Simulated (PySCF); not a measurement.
The multiplicity is imposed and other spin states were not computed.

B3LYP has the VWN-RPA correlation part, as in Gaussian. 

Cartesian coordinates (Å):
```xyz
13

Os    -0.0012    -0.0002    -0.0045
O      2.7385     1.5285    -0.4217
C      1.7645     0.9849    -0.2734
O      1.3616    -2.6988    -0.9415
C      0.8771    -1.7394    -0.6084
O     -2.7411    -1.5287     0.4127
C     -1.7670    -0.9854     0.2644
O      0.8073    -0.6320     2.9896
C      0.5198    -0.4073     1.9251
O     -0.8094     0.6312    -2.9987
C     -0.5221     0.4067    -1.9342
O     -1.3641     2.6982     0.9325
C     -0.8795     1.7388     0.5994
```
Charge +2, spin multiplicity 1.

Question: Estimate the mean C–O bond length of the carbonyls, charge on the central atom (Mulliken) and total energy that PySCF with B3LYP-D3(BJ)/def2-TZVP // r2SCAN-D4/def2-SVP returns for this input.

Answer: 
The mean C–O bond length of the carbonyls is 112.5 pm and the charge on the central atom (Mulliken) is 0.90 e. The total energy is -770.4774 Ha.
